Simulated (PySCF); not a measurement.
How PBE and CAM-B3LYP compare on the dipole moment of molecules with a metal or metalloid centre.

Values in D, from PySCF. Where two bases are given, the first is that of PBE. CAM-B3LYP is a level with its own limits.

```json
[
 {"system": "Mg(I)(SiMe3) singlet", "basis": "def2-TZVP", "PBE": "3.48", "CAM-B3LYP": "3.42", "PBE − CAM-B3LYP": "0.06"},
 {"system": "C[SiH2]S[Si](C)(C)O singlet", "basis": "def2-SVP", "PBE": "0.68", "CAM-B3LYP": "0.66", "PBE − CAM-B3LYP": "0.01"},
 {"system": "Si(F)(H)(I)2 singlet", "basis": "def2-TZVP", "PBE": "0.94", "CAM-B3LYP": "1.05", "PBE − CAM-B3LYP": "-0.12"},
 {"system": "Be(Cl)(tBu) singlet", "basis": "def2-TZVP", "PBE": "0.39", "CAM-B3LYP": "0.47", "PBE − CAM-B3LYP": "-0.08"},
 {"system": "[SiH3]/C=C/[SiH2]Cl singlet", "basis": "def2-TZVP", "PBE": "1.43", "CAM-B3LYP": "1.56", "PBE − CAM-B3LYP": "-0.13"},
 {"system": "Si(F)2(Cl)(Br) singlet", "basis": "def2-TZVP", "PBE": "0.87", "CAM-B3LYP": "0.93", "PBE − CAM-B3LYP": "-0.06"},
 {"system": "Se(OMe)(SiH3) singlet", "basis": "def2-TZVP", "PBE": "1.19", "CAM-B3LYP": "1.35", "PBE − CAM-B3LYP": "-0.16"},
 {"system": "Ge(F)2 singlet", "basis": "def2-TZVP", "PBE": "2.26", "CAM-B3LYP": "2.56", "PBE − CAM-B3LYP": "-0.30"},
 {"system": "Li(OH) singlet", "basis": "def2-TZVP", "PBE": "3.89", "CAM-B3LYP": "4.05", "PBE − CAM-B3LYP": "-0.16"},
 {"system": "Pb(I)2 singlet", "basis": "def2-TZVP", "PBE": "3.42", "CAM-B3LYP": "3.96", "PBE − CAM-B3LYP": "-0.54"},
 {"system": "Sn(OMe)3(NH2) singlet", "basis": "def2-SVP", "PBE": "0.26", "CAM-B3LYP": "0.28", "PBE − CAM-B3LYP": "-0.01"},
 {"system": "Sn(H)3(OSiH3) singlet", "basis": "def2-TZVP", "PBE": "2.06", "CAM-B3LYP": "2.15", "PBE − CAM-B3LYP": "-0.09"},
 {"system": "Te(H)(I) singlet", "basis": "def2-TZVP", "PBE": "1.05", "CAM-B3LYP": "1.20", "PBE − CAM-B3LYP": "-0.15"},
 {"system": "Si(Me)(OH)2(SH) singlet", "basis": "def2-TZVP", "PBE": "0.84", "CAM-B3LYP": "0.93", "PBE − CAM-B3LYP": "-0.10"},
 {"system": "Al(OH)(OMe)(OtBu) singlet", "basis": "def2-SVP", "PBE": "0.20", "CAM-B3LYP": "0.18", "PBE − CAM-B3LYP": "0.01"},
 {"system": "F[SiH2][Si](F)(F)F singlet", "basis": "def2-TZVP", "PBE": "1.88", "CAM-B3LYP": "2.07", "PBE − CAM-B3LYP": "-0.20"},
 {"system": "Ga(H)(OH)2(HOMe) singlet", "basis": "def2-TZVP", "PBE": "2.18", "CAM-B3LYP": "2.28", "PBE − CAM-B3LYP": "-0.10"},
 {"system": "Ge(Vi)4 singlet", "basis": "def2-SVP", "PBE": "0.14", "CAM-B3LYP": "0.16", "PBE − CAM-B3LYP": "-0.03"},
 {"system": "Si(F)(Br)(OH)2 singlet", "basis": "def2-TZVP", "PBE": "2.10", "CAM-B3LYP": "2.17", "PBE − CAM-B3LYP": "-0.07"},
 {"system": "ammonia borane singlet", "basis": "def2-TZVP", "PBE": "5.44", "CAM-B3LYP": "5.49", "PBE − CAM-B3LYP": "-0.05"},
 {"system": "Al2(mu-H)2(Cl)4 singlet", "basis": "def2-TZVP", "PBE": "0.00", "CAM-B3LYP": "0.00", "PBE − CAM-B3LYP": "0.00"},
 {"system": "Re(F)7 singlet", "basis": "def2-TZVP", "PBE": "0.00", "CAM-B3LYP": "0.00", "PBE − CAM-B3LYP": "0.00"},
 {"system": "Si(Me)2(SiH3)2 singlet", "basis": "def2-SVP", "PBE": "1.17", "CAM-B3LYP": "1.07", "PBE − CAM-B3LYP": "0.10"},
 {"system": "Ge(H)2(Cl)(Me) singlet", "basis": "def2-TZVP", "PBE": "2.36", "CAM-B3LYP": "2.48", "PBE − CAM-B3LYP": "-0.12"}
]
```

The mean difference from CAM-B3LYP is -0.09 D (median -0.09) and the mean absolute one 0.11 D (median 0.09); PBE lies above in 4 and below in 20 of 24 cases. It is closest for Al2(mu-H)2(Cl)4 singlet (0.00), Re(F)7 singlet (0.00), Al(OH)(OMe)(OtBu) singlet (0.01) and furthest off for Pb(I)2 singlet (-0.54), Ge(F)2 singlet (-0.30), F[SiH2][Si](F)(F)F singlet (-0.20).
